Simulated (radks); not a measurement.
Correlation energies from several functionals, in hartree. Species: Sb [Kr] 4d10 5s2 5p3; Tl2+ [Xe] 4f14 5d10 6s1; P5+ [Ne]; Hg [Hg]; Ce12+ [Kr] 4d10. Method: non-relativistic Kohn-Sham, exchange-only LDA, spin-polarised, spherical densities, point nucleus; computed with a radial shooting solver on a logarithmic mesh with Libxc functionals. Every spin shell is full or empty, so the densities are truly spherical. Functionals are evaluated on that one density, not self-consistently.

functional       Sb     Tl2+       P5+       Hg    Ce12+
PW92        -4.8305  -8.3435  -0.90158  -8.3188  -4.9170
Wigner      -2.6476  -4.2781  -0.53786  -4.3252  -2.5193
PBE         -2.6985  -4.9122  -0.39514  -4.8986  -2.6891
PW91        -2.9155  -5.2701  -0.44161  -5.2536  -2.9254
TPSS        -2.6986  -4.9086  -0.39857  -4.8970  -2.6911
revTPSS     -2.7322  -4.9476  -0.40709  -4.9400  -2.7139
SCAN        -2.6993  -4.9391  -0.38375  -4.9435  -2.6468
r2SCAN      -2.7161  -4.9530  -0.38756  -4.9593  -2.6608
